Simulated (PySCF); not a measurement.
From a computed spectrum to the compound

A species of 8 atoms with charge 0 has these harmonic modes (PBE0, small Gaussian bases with core potentials, PySCF 2.14.0):

| cm⁻¹ | km/mol | symmetry |
| --- | --- | --- |
| 50 | 34.0 | a1 |
| 52 | 4.9 | e |
| 52 | 4.9 | e |
| 70 | 5.1 | e |
| 70 | 5.1 | e |
| 114 | 0.0 | a2 |
| 298 | 7.6 | a1 |
| 308 | 1.9 | a1 |
| 329 | 90.9 | e |
| 329 | 90.9 | e |
| 533 | 53.4 | e |
| 533 | 53.4 | e |
| 1215 | 150.4 | a1 |
| 1630 | 26.0 | e |
| 1630 | 26.0 | e |
| 3487 | 37.0 | a1 |
| 3608 | 50.6 | e |
| 3608 | 50.6 | e |

(1) Which species is it, and in which structure?

## Answers

(1) CeCl3(NH3) (singlet in the valence; each metal's 4f electrons, 1 of them, lie in its core potential, out of spins and levels):
```xyz
8

Ce    0.0688   -0.0688    0.0688
Cl    1.2116    1.9798    1.2116
Cl   -1.9798   -1.2116    1.2116
Cl    1.2116   -1.2116   -1.9798
N    -1.4361    1.4361   -1.4361
H    -2.0468    2.0468   -0.8890
H    -0.8890    2.0468   -2.0468
H    -2.0468    0.8890   -2.0468
```
Ideal gas at 298.15 K and 1 bar: S = 437.5 J/(mol K), Cp = 121.2 J/(mol K), H − H(0 K) = 27.8 kJ/mol (rigid rotor, harmonic modes, spin degeneracy alone, that of the 4f electrons in the core included; the modes under 60 cm⁻¹ make these uncertain). An lcecp potential fixes the number of 4f electrons, so in runs with it no electron can move into or out of that shell.
 The answer isn't unique; the calculation gave this one.
